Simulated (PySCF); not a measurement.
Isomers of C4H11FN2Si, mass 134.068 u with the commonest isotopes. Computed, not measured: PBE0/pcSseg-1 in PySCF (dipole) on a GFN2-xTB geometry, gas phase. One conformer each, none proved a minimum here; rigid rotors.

Task: Order these by rotational constant A, smallest first.
A. `[CH2:1]=[CH:2][CH2:3][CH2:4][NH:5][Si@@H:6]([NH2:7])[F:8]` with C1–C2–C3–C4 -116°, C2–C3–C4–N5 -177°, C3–C4–N5–Si6 147°, C4–N5–Si6–N7 -169°, N5–Si6–N7–H 179° and 40°
B. `[F:1][CH2:2][CH2:3][C@@H:4]1[CH2:5][NH:6][SiH2:7][NH:8]1` with F1–C2–C3–C4 73°, C2–C3–C4–C5 -65°, C3–C4–C5–N6 -156°, C4–C5–N6–Si7 31°, C5–N6–Si7–N8 -13°, N6–Si7–N8–C4 -10°
C. `[NH2:1][C@@H:2]1[CH2:3][CH2:4][C@@H:5]1[NH:6][SiH2:7][F:8]` with H–N1–C2–C3 180° and 60°, C4–C5–N6–Si7 167°, C5–N6–Si7–F8 176°, N1–C2–C3–C4 -134°, C2–C3–C4–C5 12°, C3–C4–C5–N6 106°, N1–C2–C5–C4 131°

Result: C (3313 MHz), B (4139 MHz), A (4777 MHz).

Task: Order these by out-of-plane moment Σ m c² = (Ia + Ib − Ic)/2, smallest first.
A. `[CH2:1]=[CH:2][CH2:3][CH2:4][NH:5][Si@@H:6]([NH2:7])[F:8]` with C1–C2–C3–C4 -116°, C2–C3–C4–N5 -177°, C3–C4–N5–Si6 147°, C4–N5–Si6–N7 -169°, N5–Si6–N7–H 179° and 40°
B. `[F:1][CH2:2][CH2:3][C@@H:4]1[CH2:5][NH:6][SiH2:7][NH:8]1` with F1–C2–C3–C4 73°, C2–C3–C4–C5 -65°, C3–C4–C5–N6 -156°, C4–C5–N6–Si7 31°, C5–N6–Si7–N8 -13°, N6–Si7–N8–C4 -10°
C. `[NH2:1][C@@H:2]1[CH2:3][CH2:4][C@@H:5]1[NH:6][SiH2:7][F:8]` with H–N1–C2–C3 180° and 60°, C4–C5–N6–Si7 167°, C5–N6–Si7–F8 176°, N1–C2–C3–C4 -134°, C2–C3–C4–C5 12°, C3–C4–C5–N6 106°, N1–C2–C5–C4 131°

Result: B (16.00 u·Å²), A (24.92 u·Å²), C (42.55 u·Å²).

Task: Order these by rotational constant C, smallest first.
A. `[F:1][CH2:2][CH2:3][C@@H:4]1[CH2:5][NH:6][SiH2:7][NH:8]1` with F1–C2–C3–C4 73°, C2–C3–C4–C5 -65°, C3–C4–C5–N6 -156°, C4–C5–N6–Si7 31°, C5–N6–Si7–N8 -13°, N6–Si7–N8–C4 -10°
B. `[NH2:1][C@@H:2]1[CH2:3][CH2:4][C@@H:5]1[NH:6][SiH2:7][F:8]` with H–N1–C2–C3 180° and 60°, C4–C5–N6–Si7 167°, C5–N6–Si7–F8 176°, N1–C2–C3–C4 -134°, C2–C3–C4–C5 12°, C3–C4–C5–N6 106°, N1–C2–C5–C4 131°
C. `[CH2:1]=[CH:2][CH2:3][CH2:4][NH:5][Si@@H:6]([NH2:7])[F:8]` with C1–C2–C3–C4 -116°, C2–C3–C4–N5 -177°, C3–C4–N5–Si6 147°, C4–N5–Si6–N7 -169°, N5–Si6–N7–H 179° and 40°

Result: C (573.4 MHz), A (799.4 MHz), B (831.7 MHz).

```tsv
SMILES	point group	Ia (u·Å²)	Ib (u·Å²)	Ic (u·Å²)	κ	μa (D)	μb (D)	μc (D)
N[C@@H]1CC[C@@H]1N[SiH2]F	C1	152.55	540.22	607.66	-0.92	1.05	0.35	1.16
C=CCCN[Si@@H](N)F	C1	105.79	825.48	881.43	-0.98	0.24	1.74	0.11
FCC[C@@H]1CN[SiH2]N1	C1	122.11	542.06	632.18	-0.92	0.26	1.42	0.58
```
